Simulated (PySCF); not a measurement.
State search for SnBr

Unrestricted PBE0; PySCF, scalar-relativistic core potentials, basis sets Sn cc-pVDZ-PP with ECP28, Br cc-pVDZ-PP with ECP10. Outer shells of the fragments: Sn 4d10 5s2 5p2; Br 3d10 4s2 4p5.

Followed along the bond (rough minima from three points):

```csv
2Ms+1,unpaired,⟨S²⟩ at the start,R at minimum (Å),Te (eV)
2,π ↑,0.75,2.54,0.00
4,"σ ↑, π ↑↑",3.75,none in the scan,≤ 3.16
```

Solutions found at the starting distance of 2.465 Å, counted from the lowest of them; the search is not exhaustive and high or unbound solutions are not listed, so other states can lie among these:

```tsv
2Ms+1	unpaired	term	E (eV)	⟨S²⟩	⟨Lz²⟩	μ (D)
2	π ↑	²Π	0.00	0.75	1.01	-2.26
2	σ ↑	²Σ⁺	2.55	0.75	0.00	-2.04
4	σ ↑, π ↑↑	⁴Σ⁻	3.17	3.75	0.00	-0.72
2	σ ↑, π ↑↓	mixed	3.88	1.76	2.01	-0.18
2	σ ↓, π ↑↑	mixed	3.90	1.77	0.00	0.18
4	π ↑↑↑	⁴Π	4.24	3.76	1.00	3.43
4	σ ↑↑, π ↑	⁴Π	5.39	3.75	1.00	-0.30
4	σ ↑, π ↑↑	mixed	6.17	3.75	2.01	3.30
4	σ ↑, π ↑↑	mixed	6.34	3.75	2.01	3.27
```

A term symbol is given only where ⟨S²⟩ and ⟨Lz²⟩ are close to those of a pure state; real π, δ and φ orbitals otherwise mix terms. A positive dipole means Sn(−)Br(+).

Spin–orbit coupling is left out. Counting both spins, an empty level lies below a filled one in some of these solutions, because spin and occupation are held.
